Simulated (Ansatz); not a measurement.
Gas-phase electronic energies from Ansatz, PBE0-D4/def2-TZVP geometries. CCSD(T)/CBS is the MP2 limit (def2-TZVPP, def2-QZVPP) plus CCSD(T) − MP2 in def2-TZVPP, frozen cores. DFT in def2-TZVPP. B3LYP here is the variant with VWN-RPA as its local correlation; programs differ in this. For Br, Mg outer-core shells are correlated without core-valence functions, which leaves a few kJ/mol of doubt a bond. Scalar relativity is left out up to krypton. Each species was taken in one conformer, which may not be the lowest.

Reaction (formal exchange of groups at a Mg–N bond): `[CH3][Mg][NH2]` + `BrC1CCCC1` → `[CH3][Mg][Br]` + `NC1CCCC1`

```
   level  ΔE (kJ/mol)
 PBE0-D4       -140.8
BHLYP-D4       -144.8
 ωB97M-V       -136.7
   B3LYP       -135.2
```

Task: What does CCSD(T)/CBS give? (Estimate.)

Result: Ansatz gave: -129.7 kJ/mol. The listed levels differ from it by -11.1, -15.1, -7.0, -5.5 kJ/mol.

Largest T1 diagnostic among the species: 0.009.

From BLYP to BHLYP (50 % exact exchange), in def2-TZVPP and without D4, ΔE moves by −22.5 kJ/mol. Leaving LDA and LC-ωPBE aside and taking each functional with its dispersion term where it has one, the values, not all of them listed here, spread over 23.0 kJ/mol, from r2SCAN0-D4 to BLYP-D4. LDA lies −3.8 kJ/mol from PBE without D4.
